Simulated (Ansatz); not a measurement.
Abridged output of a molecular run in Ansatz:

```
Functional definition: HF
1297 factors; integrals over basis functions are off by at most 1.1e-3 eV
mean field evaluation 1: about -4776.2139 eV, gradient 4.3e1 eV
mean field evaluation 2: about -4776.2170 eV, gradient 4.3e1 eV
mean field evaluation 4: about -4780.3457 eV, gradient 3.6e0 eV
mean field evaluation 8: about -4780.3889 eV, gradient 1.8e-1 eV
mean field evaluation 16: about -4780.3853 eV, gradient 6.7e-1 eV
mean field -4780.38898943 eV, -175.6760550976 hartree, gradient 2.1e-6 eV, S^2 0.000000; 0 other end points of the search recorded, 0 dependent functions left out
4 core orbitals not correlated: weight in the atoms' cores, before any rotation towards them, 1.000 or more for the frozen orbitals, at most 0.000 for the correlated occupied ones
reference -4780.38898943 eV, -175.6760550976 hartree; 12, 12 occupied and 206, 206 virtual orbitals, 1297 factors
second order -19.23054819 eV of doubles, -0.00000000 eV of singles
cycle   1  -19.70088696 eV  change   -4.7e-1 eV  update   8.3e-2
cycle   2  -20.13967366 eV  change   -4.4e-1 eV  update   2.3e-2
cycle   3  -20.21862891 eV  change   -7.9e-2 eV  update   1.1e-2
cycle   4  -20.21036025 eV  change    8.3e-3 eV  update   3.0e-3
cycle   5  -20.21093201 eV  change   -5.7e-4 eV  update   1.4e-3
cycle   6  -20.21087825 eV  change    5.4e-5 eV  update   3.6e-4
cycle   7  -20.21069469 eV  change    1.8e-4 eV  update   1.1e-4
cycle   8  -20.21067408 eV  change    2.1e-5 eV  update   3.8e-5
cycle   9  -20.21067322 eV  change    8.6e-7 eV  update   1.4e-5
perturbative correction -0.76162581 eV, -0.0279892324 hartree
Total energy: -4801.36128847 eV, -176.4467728716 hartree
```

Its atoms:

Z-matrix (Å, degrees):
```
C
N 1 1.440
H 1 1.096 2 112.2
H 1 1.096 2 112.2 3 121.6
H 1 1.091 2 109.0 3 -119.2
B 2 1.407 1 125.7 3 119.2
H 2 1.008 1 114.2 3 -60.8
N 6 1.411 2 123.0 1 -180.0
H 6 1.201 2 118.5 1 0.0
H 8 1.005 6 124.6 2 -0.0
H 8 1.002 6 121.8 2 -180.0
```

Problem. Which basis set was used?
A. cc-pV(D+d)Z
B. def2-TZVPP
C. def2-TZVPPD
D. cc-pV(Q+d)Z

Solution. B. It gives 222 functions.

Problem. Write the keys of the input that set method, charge and spin (a neutral closed shell needs none for the last two).

Solution. 
```yaml
correlation: {method: ccsd_t}
```
